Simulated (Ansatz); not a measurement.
C$_{2}$H$_{5}$BFI, SMILES `CB(F)CI`, 10 atoms. The species carries charge 0 and has multiplicity 1. Correlated methods include outer-core shells of I, which these sets cover unevenly. I takes the def2 core potential. All runs use 4 threads of an INTEL XEON PLATINUM 8581C on a shared host. Correlated methods freeze the cores.

Give the basis size and wall time and peak host memory of each of these runs in Ansatz. RHF-MP2/def2-QZVPP energy; RKS ωB97M-V/def2-SVP energy; RKS PBE0-D4/def2-QZVPP energy; RKS ωB97M-V/def2-QZVPP energy; RKS ωB97M-V/def2-TZVPP energy and forces; RHF-CCSD(T)/def2-SVP energy; RKS PBE0-D4/def2-TZVP frequencies; RKS LC-ωPBE/def2-TZVPP energy; direct RPA on PBE orbitals/def2-TZVPP energy; RHF-CCSD(T)/def2-TZVPP energy; RKS PBE0-D4/def2-TZVP relaxation (7 steps); RKS PBE0-D4/def2-SVP energy. (An estimate is asked.)

The calculation gave: Other jobs shared the machine, so times are rough.

| level | job | functions | wall time | peak host memory (GiB) |
| --- | --- | --- | --- | --- |
| RKS PBE0-D4/def2-SVP | energy | 107 | 0.6 s | 0.27 |
| RKS LC-ωPBE/def2-TZVPP | energy | 244 | 1.6 s | 0.46 |
| RKS ωB97M-V/def2-SVP | energy | 107 | 1.9 s | 0.36 |
| direct RPA on PBE orbitals/def2-TZVPP | energy | 244 | 3.4 s | 0.67 |
| RKS PBE0-D4/def2-QZVPP | energy | 460 | 4.4 s | 1.6 |
| RHF-CCSD(T)/def2-SVP | energy | 107 | 4.4 s | 0.62 |
| RKS ωB97M-V/def2-TZVPP | energy and forces | 244 | 5.5 s | 0.9 |
| RKS ωB97M-V/def2-QZVPP | energy | 460 | 9.5 s | 2 |
| RHF-MP2/def2-QZVPP | energy | 460 | 13 s | 2.8 |
| RKS PBE0-D4/def2-TZVP | relaxation (7 steps) | 204 | 16 s | 0.57 |
| RKS PBE0-D4/def2-TZVP | frequencies | 204 | 88 s | 0.57 |
| RHF-CCSD(T)/def2-TZVPP | energy | 244 | 110 s | 5.8 |

LC-ωPBE has ω = 0.4 bohr⁻¹.
